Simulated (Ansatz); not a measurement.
Relaxation of AlCl$_{3}$H$_{2}$ (6 atoms, charge 0, multiplicity 1), to a largest force component of 0.03 eV/Å in at most 50 steps.

All numbers below come from RKS B3LYP-D4/def2-SVP (Ansatz).

```xyz
6
Properties=species:S:1:pos:R:3
Al 0.121 0.777 -0.579
H 1.099 -0.393 -0.390
Cl -1.344 0.714 -2.072
Cl 0.305 2.499 0.598
H 0.401 -1.741 0.788
Cl -0.581 -1.855 1.654
```

**Question.** Where does it end, and by what steps?

**Answer.** The run converged. After 8 steps the energy has fallen by 0.248 eV; Cl6 moved furthest, 0.76 Å.

```csv
step,energy less start (eV),largest force component (eV/Å),accepted
0,0.0000,0.419,yes
1,-0.0310,1.138,yes
2,-0.1035,0.846,yes
3,-0.1709,0.487,yes
4,-0.2222,0.274,yes
5,-0.2240,0.748,yes
6,-0.2472,0.037,yes
7,-0.2468,0.064,no
8,-0.2477,0.005,yes
```

```xyz
6
Properties=species:S:1:pos:R:3
Al 0.156 0.620 -0.501
H 1.466 -0.199 -0.777
Cl -1.453 0.518 -1.864
Cl 0.206 2.275 0.809
H 0.330 -1.986 1.081
Cl -0.706 -1.227 1.252
```

The run took 11 s on 2 threads of Intel(R) Xeon(R) Platinum 8488C (Sapphire Rapids), on a shared host, peak memory 0.18 GiB.
